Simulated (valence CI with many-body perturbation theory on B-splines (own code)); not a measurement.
## E1 transitions of Mo³⁵⁺

Calculated by configuration interaction combined with many-body perturbation theory (CI+MBPT): five valence electrons over a frozen Dirac-Fock core [He], radial functions for each j: 11 s, 11 p, 10 d, 8 f, 5 g, 2 h, with the one-electron correlation potential Σ1 (screened to all orders), the two-electron term Σ2, the three-electron term Σ3, Breit, model QED; selected single and double excitations, second order for the rest, scaled by the run's own slope (own B-spline code, finite nucleus).

The last digits are not significant, and no measured levels were compared; by estimate large intervals hold to a few tenths of a per cent, small ones and those within an open d or f shell to about a per cent. Among the levels kept, up to 11000 cm⁻¹ of a level comes from second order outside the variational space, and about a tenth of that is noise between levels of different J, which matters for small intervals.

Lines 1 to 50 of 596 in falling wavelength, among levels below 3273.4 eV, chosen from the strongest by gf and those to the six lowest levels. Wavelengths and rates use the calculated energies. Electric multipoles are in the length gauge, E1 and E2 with the static RPA response of the core. Weak lines are less certain than strong ones. Lines between different terms over intervals too small for the method are left out, as are lines whose strength nearly cancels. Where a level lies close to another of its J and parity, the split of strength between their lines is uncertain. The highest levels of a list are the least certain.

Levels are named by their leading jj configuration (3d3/2^4 stands for four electrons in 3d with j = 3/2), which in mixed levels can hold well under half, so a name can repeat and another be missing. Letters in brackets count levels of one name in rising energy.

```csv
λ vac (Å),Upper,Lower,A (s⁻¹),log gf,Branch %
324.6,(2s 2p1/2 2p3/2^2 3p1/2) J=7/2,(2s 2p1/2 2p3/2^2 3s) J=5/2 [b],7.71e+08,-1.01,0.0
303.8,(2p1/2^2 2p3/2^2 3p1/2) J=5/2,(2p1/2^2 2p3/2^2 3s) J=3/2,1.15e+09,-1.02,0.0
282.8,(2s^2 2p1/2 2p3/2 3p1/2) J=5/2,(2s^2 2p1/2 2p3/2 3s) J=3/2 [b],1.24e+09,-1.05,0.8
278.7,(2s 2p1/2 2p3/2^2 3p1/2) J=5/2 [c],(2s 2p1/2 2p3/2^2 3s) J=3/2 [c],1.53e+09,-0.97,0.0
276.4,(2s 2p1/2^2 2p3/2 3p1/2) J=3/2 [b],(2s 2p1/2^2 2p3/2 3s) J=3/2 [b],1.75e+09,-1.10,0.0
274.9,(2s 2p1/2 2p3/2^2 3p1/2) J=5/2 [c],(2s 2p1/2 2p3/2^2 3s) J=5/2 [c],1.23e+09,-1.08,0.0
272.4,(2p1/2^2 2p3/2^2 3p1/2) J=3/2,(2p1/2^2 2p3/2^2 3s) J=5/2,3.00e+09,-0.88,0.0
259.6,(2p1/2^2 2p3/2^2 3p1/2) J=5/2,(2p1/2^2 2p3/2^2 3s) J=5/2,2.40e+09,-0.84,0.0
258.5,(2s^2 2p1/2 2p3/2 3p1/2) J=5/2,(2s^2 2p1/2 2p3/2 3s) J=5/2,2.04e+09,-0.91,1.3
257.0,(2s 2p1/2 2p3/2^2 3p1/2) J=3/2 [a],(2s 2p1/2 2p3/2^2 3s) J=5/2 [a],3.14e+09,-0.91,0.0
247.5,(2s 2p1/2^2 2p3/2 3p1/2) J=3/2 [a],(2s 2p1/2^2 2p3/2 3s) J=5/2,3.82e+09,-0.85,0.1
245.3,(2s 2p1/2 2p3/2^2 3p1/2) J=7/2,(2s 2p1/2 2p3/2^2 3s) J=7/2,2.30e+09,-0.78,0.0
241.5,(2s^2 2p1/2 2p3/2 3p1/2) J=3/2 [a],(2s^2 2p1/2 2p3/2 3s) J=3/2 [a],2.35e+09,-1.09,1.9
239.8,(2s 2p3/2^3 3p1/2) J=5/2,(2s 2p3/2^3 3s) J=3/2 [a],2.07e+09,-0.97,0.0
237.6,(2s 2p1/2^2 2p3/2 3p1/2) J=5/2,(2s 2p1/2^2 2p3/2 3s) J=5/2,3.36e+09,-0.77,0.0
232.1,(2s 2p1/2^2 2p3/2 3d3/2) J=7/2,(2s 2p1/2^2 2p3/2 3p3/2) J=7/2,1.42e+09,-1.04,0.1
230.9,(2s 2p1/2 2p3/2^2 3d3/2) J=9/2,(2s 2p1/2 2p3/2^2 3p3/2) J=9/2,1.60e+09,-0.89,2.2
226.4,(2s^2 2p3/2^2 3p1/2) J=5/2,(2s^2 2p3/2^2 3s) J=3/2,2.70e+09,-0.91,1.0
220.1,(2s^2 2p3/2^2 3p1/2) J=3/2,(2s^2 2p3/2^2 3s) J=5/2,4.89e+09,-0.85,0.7
220.1,(2s 2p1/2 2p3/2^2 3d5/2) J=7/2 [a],(2s 2p1/2 2p3/2^2 3p3/2) J=7/2 [a],1.44e+09,-1.08,0.0
218.9,(2s 2p1/2 2p3/2^2 3d5/2) J=7/2 [a],(2s 2p1/2 2p3/2^2 3p3/2) J=5/2 [a],1.81e+09,-0.98,0.0
217.0,(2s 2p3/2^3 3p1/2) J=3/2 [b],(2s 2p3/2^3 3s) J=3/2 [b],3.26e+09,-1.04,0.0
212.9,(2s^2 2p3/2^2 3d5/2) J=5/2 [a],(2s^2 2p3/2^2 3p3/2) J=3/2 [a],2.45e+09,-1.00,0.0
211.9,(2s 2p1/2^2 2p3/2 3d5/2) J=9/2,(2s 2p1/2^2 2p3/2 3p3/2) J=7/2,6.49e+09,-0.36,62.3
210.9,(2s 2p1/2 2p3/2^2 3d5/2) J=5/2 [b],(2s 2p1/2 2p3/2^2 3p3/2) J=3/2 [c],2.66e+09,-0.97,0.0
210.3,(2s 2p1/2 2p3/2^2 3d5/2) J=9/2 [a],(2s 2p1/2 2p3/2^2 3p3/2) J=7/2 [a],5.81e+09,-0.41,13.2
210.1,(2s 2p1/2 2p3/2^2 3d5/2) J=11/2,(2s 2p1/2 2p3/2^2 3p3/2) J=9/2,6.64e+09,-0.28,20.8
209.2,(2s 2p1/2^2 2p3/2 3d5/2) J=5/2 [a],(2s 2p1/2^2 2p3/2 3p3/2) J=5/2 [a],2.11e+09,-1.08,0.0
207.0,(2s^2 2p3/2^2 3p1/2) J=5/2,(2s^2 2p3/2^2 3s) J=5/2,4.03e+09,-0.81,1.5
205.8,(2s 2p1/2 2p3/2^2 3d5/2) J=7/2 [d],(2s 2p1/2 2p3/2^2 3p3/2) J=5/2 [d],5.15e+09,-0.58,0.0
205.2,(2s 2p1/2 2p3/2^2 3d5/2) J=7/2 [c],(2s 2p1/2 2p3/2^2 3p3/2) J=5/2 [c],4.00e+09,-0.69,0.1
204.8,(2s 2p1/2 2p3/2^2 3d5/2) J=5/2 [d],(2s 2p1/2 2p3/2^2 3p3/2) J=3/2 [d],3.22e+09,-0.92,0.0
204.1,(2s 2p3/2^3 3p1/2) J=3/2 [a],(2s 2p3/2^3 3s) J=5/2 [a],3.90e+09,-1.01,0.0
204.0,(2s^2 2p3/2^2 3d5/2) J=7/2,(2s^2 2p3/2^2 3p3/2) J=7/2,1.74e+09,-1.06,0.0
203.6,(2s 2p1/2 2p3/2^2 3d5/2) J=7/2 [b],(2s 2p1/2 2p3/2^2 3p3/2) J=5/2 [b],3.42e+09,-0.77,0.0
202.3,(2s 2p1/2 2p3/2^2 3d5/2) J=7/2 [e],(2s 2p1/2 2p3/2^2 3p3/2) J=5/2 [e],6.30e+09,-0.51,0.0
201.6,(2s^2 2p1/2 2p3/2 3d5/2) J=5/2 [a],(2s^2 2p1/2 2p3/2 3p3/2) J=3/2 [a],2.55e+09,-1.03,0.0
201.5,(2s^2 2p3/2^2 3d5/2) J=7/2,(2s^2 2p3/2^2 3p3/2) J=5/2,4.65e+09,-0.65,0.1
200.6,(2s 2p1/2 2p3/2^2 3d5/2) J=9/2 [b],(2s 2p1/2 2p3/2^2 3p3/2) J=7/2 [b],5.72e+09,-0.46,2.9
199.4,(2s 2p1/2 2p3/2^2 3d5/2) J=9/2 [c],(2s 2p1/2 2p3/2^2 3p3/2) J=7/2 [c],7.54e+09,-0.35,1.8
199.3,(2s 2p3/2^3 3s) J=5/2 [b],(2s 2p1/2 2p3/2^2 3p3/2) J=3/2 [a],2.53e+09,-1.04,0.0
199.3,(2s^2 2p1/2 2p3/2 3d5/2) J=9/2,(2s^2 2p1/2 2p3/2 3p3/2) J=7/2,7.17e+09,-0.37,88.0
198.8,(2s 2p1/2^2 2p3/2 3d5/2) J=3/2 [b],(2s 2p1/2^2 2p3/2 3p3/2) J=1/2 [b],4.40e+09,-0.98,0.0
198.7,(2s^2 2p1/2 2p3/2 3d5/2) J=7/2 [a],(2s^2 2p1/2 2p3/2 3p3/2) J=5/2 [a],6.38e+09,-0.52,0.1
198.5,(2s 2p1/2 2p3/2^2 3d5/2) J=5/2 [e],(2s 2p1/2 2p3/2^2 3p3/2) J=3/2 [e],5.15e+09,-0.74,0.0
198.2,(2s 2p1/2 2p3/2^2 3d5/2) J=3/2 [a],(2s 2p1/2 2p3/2^2 3p3/2) J=3/2 [a],3.55e+09,-1.08,0.0
198.0,(2s 2p1/2^2 2p3/2 3d5/2) J=7/2 [b],(2s 2p1/2^2 2p3/2 3p3/2) J=5/2 [b],7.56e+09,-0.45,0.0
197.5,(2s^2 2p3/2^2 3d5/2) J=9/2,(2s^2 2p3/2^2 3p3/2) J=7/2,7.14e+09,-0.38,86.8
197.1,(2s 2p1/2^2 2p3/2 3d5/2) J=5/2 [b],(2s 2p1/2^2 2p3/2 3p3/2) J=3/2 [b],6.41e+09,-0.65,0.0
196.9,(2s 2p1/2 2p3/2^2 3d5/2) J=5/2 [a],(2s 2p1/2 2p3/2^2 3p3/2) J=5/2 [b],3.42e+09,-0.92,0.0
```

(1) How does gf follow from A for the line at 237.6 Å?

Results:

(1) gf = 1.4992 × (2J+1)_upper × A / σ², with σ = 420886 cm⁻¹ and 2J+1 = 6: gf = 0.171.
